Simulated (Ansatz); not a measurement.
The cluster Te4Pb2⁺. The state is a doublet with charge 1. Geometry PBE-D4/def2-SVP, basis def2-TZVP, Ansatz.

```tsv
atom	x (Å)	y (Å)	z (Å)
Pb1	1.9882	-1.1951	-0.2605
Pb2	-1.3312	1.2509	-1.4533
Te3	-2.0955	-0.4250	0.9408
Te4	-0.9855	-1.7626	-1.2093
Te5	1.5025	1.8065	-0.1394
Te6	0.9216	0.3253	2.1217
```

```json
{"run": "A", "HOMO (eV)": "-8.39", "LUMO (eV)": "-7.90"}
{"run": "B", "HOMO (eV)": "-9.31", "LUMO (eV)": "-7.40"}
{"run": "C", "HOMO (eV)": "-8.46", "LUMO (eV)": "-8.01"}
{"run": "D", "HOMO (eV)": "-8.95", "LUMO (eV)": "-7.75"}
{"run": "E", "HOMO (eV)": "-8.72", "LUMO (eV)": "-7.89"}
```

In the def2 sets Pb, Te take a core potential; there is no spin–orbit coupling. HSE06 is defined as in plane-wave codes, on full-range PBE exchange. The structure comes from a short search, and lower isomers may exist.

HOMO and LUMO are taken over both spins.

Problem. The runs used HSE06, PBE, PBE0, r2SCAN, revPBE. Estimate which is which.

Solution. A revPBE (0 % exact exchange); B PBE0 (25 % exact exchange); C PBE (0 % exact exchange); D HSE06 (range-separated); E r2SCAN (0 % exact exchange). Exact exchange lowers occupied and raises empty levels; among semilocal functionals meta-GGAs tend to open the gap a little, and such runs are hard to tell apart. The gap grows from 0.45 eV (PBE) to 1.92 eV (PBE0).
